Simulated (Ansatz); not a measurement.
`BC(=C)Br` + H₂ → `BC=C` + HBr at 600 K and 1 bar (hydrogenolysis of a C–Br bond).

Gas-phase electronic energies from Ansatz, PBE0-D4/def2-TZVP geometries. CCSD(T)/CBS is the MP2 limit (def2-TZVPP, def2-QZVPP) plus CCSD(T) − MP2 in def2-TZVPP, frozen cores. This one scheme is used for every species. For Br outer-core shells are correlated without core-valence functions, which leaves a few kJ/mol of doubt a bond. Scalar relativity is left out up to krypton.

```
   species  CCSD(T)/CBS energy (Eh)  H − E (kJ/mol)  S (J/(mol·K))
`BC(=C)Br`              -2676.58084           186.1          377.0
        H₂                 -1.17544            43.9          150.8
    `BC=C`               -103.86193           203.8          322.8
       HBr              -2573.91920            33.5          219.1
```

H − E and S are ideal-gas, rigid-rotor, harmonic terms from PBE0-D4/def2-TZVP. The MP2-based limit puts H₂ 0.8 mEh under its directly extrapolated value; such offsets cancel only in part. 1 Eh = 2625.50 kJ/mol, R = 8.31446 J/(mol·K).

Q: By hand: ΔE, ΔH, ΔS and ΔG.

A: ΔE = (-103.86193) + (-2573.91920) − (-2676.58084) − (-1.17544) = -0.02485 Eh = -65.2 kJ/mol. Δ(H − E) = 203.8 + 33.5 − 186.1 − 43.9 = 7.3, so ΔH = -57.9 kJ/mol. ΔS = 322.8 + 219.1 − 377.0 − 150.8 = 14.1 J/(mol·K). ΔG = -57.9 − 600 × (14.1)/1000 = -66.4 kJ/mol.

Q: By hand: the equilibrium constant, and the temperature at which ΔG would vanish if ΔH and ΔS stayed fixed.

A: log₁₀ K = −ΔG/(RT ln 10) = 5.8. ΔH and −TΔS have one sign here, so there is no such temperature.

The number of gas molecules stays the same, so ΔS is small and ΔH decides. A doubt of 5 kJ/mol in ΔE shifts log₁₀ K by 0.4 here. These are equilibria of isolated gas molecules and say nothing of rates. Largest T1 diagnostic: 0.011 (customary marks: 0.02 for closed shells, 0.045 for open ones).
